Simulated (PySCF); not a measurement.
**Correlation energy of Ar⁺ (argon, charge +1)**

[Ne] 3s2 3p4 4s1, high-spin 4P determinant (an excited configuration). Computed with PySCF 2.14 in aug-cc-pV(D+d)Z (5s4p3d, 32 functions), with no relativity, point nucleus. Frozen: [Ne]; 7 electrons correlated.

MP2 pair energies summed by pair of shells (mhartree):

| pair | energy | share (%) |
| --- | --- | --- |
| 3p-3p | -48.05 | 43.2 |
| 3s-3p | -40.02 | 36.0 |
| 3p-4s | -11.71 | 10.5 |
| 3s-3s | -7.03 | 6.3 |
| 3s-4s | -4.30 | 3.9 |

Total MP2 correlation energy: -111.12 mhartree.

Same-spin part -31.89 and opposite-spin part -79.23 mhartree; SCS-MP2 scales them by 1/3 and 6/5 to -105.71 mhartree.
